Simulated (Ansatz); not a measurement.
ClH$_{3}$MoN$_{2}$O (`[NH]=[Mo](=[NH])([OH])[Cl]`), relaxed with RKS PBE-D4/def2-SVP in Ansatz 0.2.0 from a rough embedded geometry. The force threshold is 0.03 eV/Å; the program also tests the step.

The species carries charge 0 and has multiplicity 1. Mo takes the def2 core potential.

Start:

```xyz
8

N    -0.368   -0.525   -1.589
Mo    0.370    0.178   -0.032
N    -1.034    0.580    1.147
O     1.565   -1.145    0.863
Cl    1.630    2.185   -0.500
H    -1.374   -0.612   -1.775
H    -1.793    1.293    0.914
H     1.004   -1.955    0.971
```

(1) How much energy does the relaxation release, and in how many steps? (An estimate is asked.)

(2) Which bonds change most? (Estimate.)

(3) Give the relaxed structure. (An estimate is asked.)

## Answers

(1) The calculation gave: 119.85 kJ/mol, in 11 steps.

(2) Ansatz gave: Mo2–N3 from 1.876 to 1.736 Å; N1–Mo2 from 1.861 to 1.740 Å; Mo2–Cl5 from 2.416 to 2.307 Å; Mo2–O4 from 1.995 to 1.898 Å.

(3) Ansatz gave: 
```xyz
8

N    -0.391   -0.490   -1.389
Mo    0.279    0.228    0.048
N    -0.982    0.908    1.029
O     1.116   -1.131    1.074
Cl    1.699    1.924   -0.606
H    -1.166   -0.700   -2.030
H    -1.933    1.207    1.269
H     1.379   -1.945    0.604
```
